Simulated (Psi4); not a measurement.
I4Zr, singlet, at a GFN2-xTB geometry (such geometries of metal compounds can be far from the true shape) (core potentials on I, Zr); M06-2X/def2-SVP (Psi4).

Psi4 was given this input:
```
memory 2 GB

molecule {
0 1
  Zr   -0.00000000    0.00000000   -0.00000000
  I     2.18545725   -0.64946479   -1.61123517
  I     0.86527892    0.40345503    2.62347539
  I    -1.19847694    2.33403420   -0.95396228
  I    -1.85225923   -2.08802445   -0.05827794
}

set basis def2-svp
set dft_radial_points 50

energy('m06-2x')
print_variables()
```

Output, abridged:

```
   => Loading Basis Set <=

    Name: DEF2-SVP
    Role: ORBITAL
    Keyword: BASIS

    !!!  WARNING: ECP capability is in beta. Please check occupations closely.  !!!

         ---------------------------------------------------------
                                   SCF
               by Justin Turney, Rob Parrish, Andy Simmonett
                          and Daniel G. A. Smith
                              RKS Reference
         ---------------------------------------------------------

  ==> Geometry <==

    Molecular point group: c1
    Full point group: Td

    Geometry (in Angstrom), charge = 0, multiplicity = 1:

       Center              X                  Y                   Z               Mass
    ------------   -----------------  -----------------  -----------------  -----------------
         ZR           0.000000000000     0.000000002124    -0.000000000000    89.904697700000
         I            2.185457250000    -0.649464787876    -1.611235170000   126.904471900000
         I            0.865278920000     0.403455032124     2.623475390000   126.904471900000
         I           -1.198476940000     2.334034202124    -0.953962280000   126.904471900000
         I           -1.852259230000    -2.088024447876    -0.058277940000   126.904471900000

  Running in c1 symmetry.

  Rotational constants: A =      0.00639  B =      0.00639  C =      0.00639 [cm^-1]
  Rotational constants: A =    191.60428  B =    191.60428  C =    191.60427 [MHz]
  Nuclear repulsion =  662.733087191791924

  Charge       = 0
  Multiplicity = 1
  Electrons    = 112
  Nalpha       = 56
  Nbeta        = 56

  ==> Algorithm <==

  SCF Algorithm Type is DF.
  DIIS enabled.
  MOM disabled.
  Fractional occupation disabled.
  Guess Type is SAD.
  Energy threshold   = 1.00e-06
  Density threshold  = 1.00e-06
  Integral threshold = 1.00e-12

  ==> Primary Basis <==

  Basis Set: DEF2-SVP
    Blend: DEF2-SVP
    Number of shells: 51
    Number of basis functions: 135
    Number of Cartesian functions: 148
    Spherical Harmonics?: true
    Max angular momentum: 3

  Core potential: DEF2-SVP
    Number of shells: 20
    Number of ECP primitives: 130
    Number of ECP core electrons: 140
    Max angular momentum: 3

  ==> DFT Potential <==

   => LibXC <=

    Version 7.1.2
    S. Lehtola, C. Steigemann, M. J. T. Oliveira, and M. A. L. Marques,  SoftwareX 7, 1–5 (2018) (10.1016/j.softx.2017.11.002)

   => Composite Functional: M06-2X <=

    Hybrid M06-2X Meta-GGA XC Functional  (10.1007/s00214-007-0310-x)
    Y. Zhao and D. G. Truhlar,  Theor. Chem. Acc., 120, 215, 2008

    Deriv               =              1
    GGA                 =           TRUE
    Meta                =           TRUE

    Exchange Hybrid     =           TRUE
    MP2 Hybrid          =          FALSE

   => Exchange Functionals <=

    1.0000   XC_HYB_MGGA_X_M06_2X

   => Exact (HF) Exchange <=

    0.5400               HF

   => Correlation Functionals <=

    1.0000   XC_MGGA_C_M06_2X

   => LibXC Density Thresholds  <==

    XC_MGGA_C_M06_2X:  1.00E-12
    XC_HYB_MGGA_X_M06_2X:  1.00E-15

   => Molecular Quadrature <=

    Radial Scheme          =       TREUTLER
    Pruning Scheme         =           NONE
    Nuclear Scheme         =       TREUTLER

    Blocking Scheme        =         OCTREE
    BS radius alpha        =              1
    Pruning alpha          =              1
    Radial Points          =             50
    Spherical Points       =            302
    Total Points           =          72144
    Total Blocks           =            683
    Max Points             =            255
    Max Functions          =            122
    Weights Tolerance      =       1.00E-15

   => Loading Basis Set <=

    Name: (DEF2-SVP AUX)
    Role: JKFIT
    Keyword: DF_BASIS_SCF

  ==> Integral Setup <==

  SCF_SUBTYPE=INCORE selected. In-core MEM_DF algorithm will be used.
  Using in-core AOs.

  ==> MemDFJK: Density-Fitted J/K Matrices <==

    J tasked:                   Yes
    K tasked:                   Yes
    wK tasked:                   No
    Algorithm:                 Core
    Schwarz Cutoff:           1E-12
    Mask sparsity (%):       9.1632
    Fitting Condition:        1E-10

   => Auxiliary Basis Set <=

  Basis Set: (DEF2-SVP AUX)
    Blend: DEF2-UNIVERSAL-JKFIT
    Number of shells: 233
    Number of basis functions: 1127
    Number of Cartesian functions: 1620
    Spherical Harmonics?: true
    Max angular momentum: 6

  Minimum eigenvalue in the overlap matrix is 1.1687742323E-02.
  Reciprocal condition number of the overlap matrix is 2.8902507733E-03.
    Using symmetric orthogonalization.

  ==> Pre-Iterations <==

  SCF Guess: Superposition of Atomic Densities via on-the-fly atomic UHF (no occupation information).

   -------------------------
    Irrep   Nso     Nmo
   -------------------------
     A        135     135
   -------------------------
    Total     135     135
   -------------------------

  ==> Iterations <==

                           Total Energy        Delta E     RMS |[F,P]|

   @DF-RKS iter SAD: -1225.40955058807276   -1.22541e+03   0.00000e+00
   @DF-RKS iter   1: -1237.22443459841952   -1.18149e+01   6.66500e-03 DIIS/ADIIS
   @DF-RKS iter   2: -1236.30192451148014    9.22510e-01   1.24044e-02 DIIS/ADIIS
   @DF-RKS iter   3: -1237.54904402839293   -1.24712e+00   3.52748e-03 DIIS/ADIIS
   @DF-RKS iter   4: -1237.69593945385236   -1.46895e-01   1.15629e-03 DIIS/ADIIS
   @DF-RKS iter   5: -1237.71378870821263   -1.78493e-02   1.32855e-04 DIIS/ADIIS
   @DF-RKS iter   6: -1237.71423717899825   -4.48471e-04   4.36033e-05 DIIS
   @DF-RKS iter   7: -1237.71433768911265   -1.00510e-04   2.11728e-05 DIIS
   @DF-RKS iter   8: -1237.71434953431185   -1.18452e-05   5.81397e-06 DIIS
   @DF-RKS iter   9: -1237.71435047316913   -9.38857e-07   8.59836e-07 DIIS
  Energy and wave function converged.

  ==> Post-Iterations <==

   Electrons on quadrature grid:
      Ntotal   =  112.0000144268 ; deviation = 1.443e-05

    Orbital Energies [Eh]
    ---------------------

    Doubly Occupied:

[...]
    Virtual:

[...]
     135A     56.010283

    Final Occupation by Irrep:
              A
    DOCC [    56 ]
    NA   [    56 ]
    NB   [    56 ]

  @DF-RKS Final Energy: -1237.71435047316913

   => Energetics <=

    Nuclear Repulsion Energy =            662.7330871917919239
    One-Electron Energy =               -3472.7238203317183434
    Two-Electron Energy =                1618.0207801108847434
    DFT Exchange-Correlation Energy =     -45.7443974441275785
    Empirical Dispersion Energy =           0.0000000000000000
    VV10 Nonlocal Energy =                  0.0000000000000000
    Total Energy =                      -1237.7143504731691337

Computation Completed

Properties will be evaluated at   0.000000,   0.000000,   0.000000 [a0]

Properties computed using the SCF density matrix

 Multipole Moments:

 ------------------------------------------------------------------------------------
     Multipole            Electronic (a.u.)      Nuclear  (a.u.)        Total (a.u.)
 ------------------------------------------------------------------------------------

 L = 1.  Multiply by 2.5417464519 to convert [e a0] to [Debye]
 Dipole X            :         -0.0003490            0.0000000           -0.0003490
 Dipole Y            :         -0.0005877           -0.0000000           -0.0005877
 Dipole Z            :         -0.0000786           -0.0000000           -0.0000786
 Magnitude           :                                                    0.0006880

 ------------------------------------------------------------------------------------

  Variable Map:
  ----------------------------------------------------------------------------
[...]
  Array Variable Map:
  ----------------------------------------------------------------------------
[...]
[...]
```
